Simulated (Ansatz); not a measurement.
Species: SnH$_{3}$, charge 1, singlet. SnH3+ (SMILES [SnH3+]).
B3LYP-D3(BJ)/def2-TZVP minimum from Ansatz (a first-principles code):
```xyz
4

Sn     0.0000     0.0000     0.0000
H      0.6251    -0.4787     1.4968
H     -0.3657     1.6269    -0.2824
H     -0.2594    -1.1482    -1.2144
```
Charge +1, spin multiplicity 1.

Total energies in def2-TZVPP, 6 correlated electrons, 9 frozen orbitals. Open shells are spin-unrestricted; no spin-orbit coupling. Correlated methods leave the cores frozen (noble-gas shells, and filled d and f shells in the p block). Past Kr the def2 sets carry scalar-relativistic core potentials. Spin-orbit terms, left out, reach several kcal/mol for Br and I, and more for heavier atoms. The spin of H3Sn+ ([SnH3+], singlet) was assumed, and the state is the lowest solution found for it.

```tsv
method	program	energy (Eh)	minus CCSDT(Q) (mEh)
HF	Ansatz	-214.78795	117.65
MP2	Ansatz	-214.88012	25.48
CCSD	Ansatz	-214.90315	2.45
CCSD(T)	Ansatz	-214.90507	0.53
CCSDT(Q)	Ansatz	-214.90560	0.00
```

Rough core times of Ansatz's runs on a shared machine: CCSD(T) under 20 s, CCSDT(Q) 40 s.
